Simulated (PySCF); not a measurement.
Two species compared at the same levels of theory.

First species: C5H10OS2.
InChI=1S/C5H10OS2/c1-5-4-6-2-3-7-8-5/h5H,2-4H2,1H3/t5-/m1/s1

Second species: C₅H₁₂O₂P₂.
SMILES: `COC[P@@H](=O)/C=C/PC`

Levels: PBE0/pcSseg-1 for HOMO energy, LUMO energy and HOMO–LUMO gap. Geometries: GFN2-xTB. Each species is one conformer at its optimised geometry, gas phase, non-relativistic unless stated; the electronic structure was computed with PySCF and density fitting.

The conformers computed, where there is a choice (atom-mapped SMILES and torsion angles):
- `[CH3:1][O:2][CH2:3][P@@H:4](=[O:5])/[CH:6]=[CH:7]/[PH:8][CH3:9]`: C1–O2–C3–P4 -178°, O2–C3–P4–O5 180°, C3–P4–C6–C7 -122°, C6–C7–P8–C9 133°

The conformers of `C[C@@H]1COCCSS1` aren't listed.

| property | column X | column Y |
| --- | --- | --- |
| HOMO energy | -6.93 eV | -6.68 eV |
| LUMO energy | -0.90 eV | -0.20 eV |
| HOMO–LUMO gap | 6.03 eV | 6.48 eV |

(1) Which column belongs to which species?

(2) How does each property change from the first species to the second?

## Answers

(1) Column X is the second species and column Y the first. The first has 18 atoms and 80 electrons, the second 21 and 88.

(2) HOMO energy -0.25 eV; LUMO energy -0.70 eV; HOMO–LUMO gap -0.45 eV.

